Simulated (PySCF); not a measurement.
Relaxation of singlet ISBr₃

These are results of PBE0 in PySCF with I def2-SVP with ECP28, S def2-SVP, Br def2-SVP; scalar-relativistic core potentials, no spin–orbit coupling; density-fitted integrals, not measurements. A (50,194) grid was used.

A hand-made square planar start, of C2v symmetry, held to at least that symmetry:

```xyz
5
charge 0 multiplicity 1, angstrom
I     0.0000   -0.3125    0.0000
S     0.0000   -2.5425    0.0000
Br    2.4700   -0.3125    0.0000
Br    0.0000    2.1575    0.0000
Br   -2.4700   -0.3125    0.0000
```

Optimiser trace:
| step | E − E(last) (kJ/mol) | largest gradient (Eh/bohr) |
| --- | --- | --- |
| 0 | 86.13 | 0.06304 |
| 1 | 16.99 | 0.02260 |
| 2 | 2.63 | 0.00898 |
| 3 | 0.35 | 0.00515 |
| 4 | 0.08 | 0.00251 |
| 5 | 0.02 | 0.00090 |
| 6 | 0.00 | 0.00029 |
| 7 | 0.00 | 0.00012 |

It ends at C2v with I–Br 2.650 Å (×2), I–Br 2.766 Å, I–S 2.312 Å; Br–I–Br 86.8° (×2), Br–I–Br 173.6°, Br–I–S 93.2° (×2), Br–I–S 180.0° (after a last refinement on a finer grid). A frequency run shows 2 imaginary modes, down to 167i cm⁻¹, so it is a higher-order saddle point. Other isomers or separated fragments may lie lower.

Final geometry:
```xyz
5
charge 0 multiplicity 1, angstrom
I     0.0000   -0.4242    0.0000
S     0.0000   -2.7359    0.0000
Br    2.6457   -0.2755    0.0000
Br    0.0000    2.3419    0.0000
Br   -2.6457   -0.2755    0.0000
```

The relaxation took roughly 4 core-minutes on a shared host.
